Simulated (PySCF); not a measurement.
Job file and geometry (Å, from GFN2-xTB) of an NMR shielding run on `InChI=1S/C6H14F2Si/c1-3-5-6(7,4-2)9-8/h3-5,9H2,1-2H3/t6-/m1/s1`, GIAO PBE0/pcSseg-1 NMR shielding, non-relativistic, gas phase (PySCF); density fitting, a coarse starting grid and PySCF grid level 2 are the driver's defaults:

```
$ OMP_NUM_THREADS=1 python probes_run.py task.json out

{"job": {"kind": "nmr", "xc": "PBE0", "basis": "pcSseg-1"}, "charge": 0, "multiplicity": 1}
C      3.087062    -0.603392     0.164155
C      1.899282     0.179606    -0.380063
C      0.577318    -0.517518    -0.066744
C     -0.635668     0.211557    -0.646477
F     -0.413664     0.342346    -2.037659
C     -1.912072    -0.628856    -0.528173
C     -2.371755    -0.848851     0.905852
Si    -0.842773     2.012454     0.007852
F     -0.392664     2.009684     1.558293
H      3.115373    -1.603515    -0.263145
H      3.021087    -0.694596     1.246209
H      4.019254    -0.100085    -0.080749
H      1.896368     1.178689     0.062952
H      1.998770     0.289864    -1.461481
H      0.452057    -0.584065     1.014857
H      0.605475    -1.533518    -0.471553
H     -1.737769    -1.593996    -1.012393
H     -2.698932    -0.119977    -1.090879
H     -2.494220     0.099961     1.423978
H     -1.655901    -1.451289     1.458569
H     -3.326896    -1.369037     0.911913
H      0.045564     2.933795    -0.676042
H     -2.240048     2.417724     0.019578
```

Q: Write the output of this run.

A: 
```
coarse grid: 18992 points
cycle   1  E = -725.4658096269  dE =  6.704e-01  |g| = 7.647e-01  |ddm| = 4.060e+00
cycle   2  E = -725.3773420780  dE =  8.847e-02  |g| = 1.101e+00  |ddm| = 1.375e+00
cycle   3  E = -725.5735694403  dE = -1.962e-01  |g| = 9.581e-02  |ddm| = 8.393e-01
cycle   4  E = -725.5752543709  dE = -1.685e-03  |g| = 3.631e-02  |ddm| = 1.030e-01
cycle   5  E = -725.5755530028  dE = -2.986e-04  |g| = 5.354e-03  |ddm| = 3.434e-02
cycle   6  E = -725.5755575308  dE = -4.528e-06  |g| = 2.900e-03  |ddm| = 7.052e-03
final grid: 177592 points
cycle   7  E = -725.6430451835  dE = -6.923e-05  |g| = 1.236e-02  |ddm| = 3.805e-02
cycle   8  E = -725.6430181883  dE =  2.700e-05  |g| = 1.738e-02  |ddm| = 2.371e-02
cycle   9  E = -725.6430794849  dE = -6.130e-05  |g| = 1.733e-03  |ddm| = 1.337e-02
cycle  10  E = -725.6430800112  dE = -5.263e-07  |g| = 3.098e-04  |ddm| = 1.469e-03
cycle  11  E = -725.6430800281  dE = -1.689e-08  |g| = 5.589e-05  |ddm| = 2.722e-04
cycle  12  E = -725.6430800287  dE = -6.175e-10  |g| = 2.461e-05  |ddm| = 8.493e-05
converged SCF energy = -725.6430800287

GIAO shielding tensors (ppm)
atom      isotropic    diamagn.    paramagn.     s11        s22        s33       span
  0 C      170.006     245.088     -75.081    159.024    162.966    188.029     29.005
  1 C      163.380     249.077     -85.696    151.632    168.677    169.831     18.199
  2 C      143.601     252.764    -109.162    121.563    141.625    167.616     46.054
  3 C       87.066     251.110    -164.044     53.346     63.253    144.598     91.251
  4 F      379.919     478.741     -98.821    351.774    391.606    396.378     44.604
  5 C      148.968     247.245     -98.276    132.846    142.691    171.368     38.522
  6 C      176.628     250.295     -73.667    169.494    174.781    185.610     16.115
  7 Si     345.808     879.695    -533.886    320.333    321.051    396.041     75.709
  8 F      396.387     472.665     -76.278    374.271    376.636    438.254     63.983
  9 H       30.780      29.091       1.689     26.324     28.996     37.020     10.697
 10 H       30.702      29.414       1.288     26.251     29.208     36.648     10.397
 11 H       30.313      27.048       3.265     25.431     27.421     38.087     12.656
 12 H       30.266      33.125      -2.858     24.398     31.292     35.109     10.711
 13 H       29.680      32.644      -2.964     23.933     31.092     34.015     10.083
 14 H       29.798      35.817      -6.019     26.052     31.150     32.192      6.140
 15 H       30.299      34.988      -4.689     25.505     31.750     33.643      8.138
 16 H       29.918      31.997      -2.079     26.165     29.151     34.437      8.272
 17 H       29.638      31.580      -1.942     25.540     28.462     34.913      9.374
 18 H       30.784      31.251      -0.467     25.841     30.587     35.923     10.082
 19 H       30.809      32.018      -1.208     25.844     30.591     35.993     10.149
 20 H       30.531      28.021       2.510     25.835     27.179     38.578     12.744
 21 H       26.487      30.041      -3.554     23.963     24.544     30.954      6.991
 22 H       26.744      29.650      -2.906     23.875     24.980     31.378      7.503
```

Q: Turn these shieldings into chemical shifts. References, each an isolated molecule treated in the same way: 13C (σ = 186.93 ppm), 29Si (σ = 349.16 ppm), 1H (σ = 31.72 ppm) vs TMS; CFCl3 for 19F (σ = 170.95 ppm).

A: Averaging equivalent atoms: C 3: 99.9; C 2: 43.3; C 5: 38.0; C 1: 23.5; C 0: 16.9; C 6: 10.3; F 4: -209.0; F 8: -225.4; Si 7: 3.3; H 21: 5.23; H 22: 4.97; H 17: 2.08; H 13: 2.04; H 14: 1.92; H 16: 1.80; H 12: 1.45; H 15: 1.42; H 9/10/11: 1.12; H 18/19/20: 1.01 ppm. Unscaled 19F shifts against computed CFCl3 carry errors that often reach 10 to 50 ppm.

Size and cost of the density-fitted run: 230 basis functions, 49 s wall time on 1 thread of an Arm Neoverse V1, shared host; peak memory 1.1 GiB.
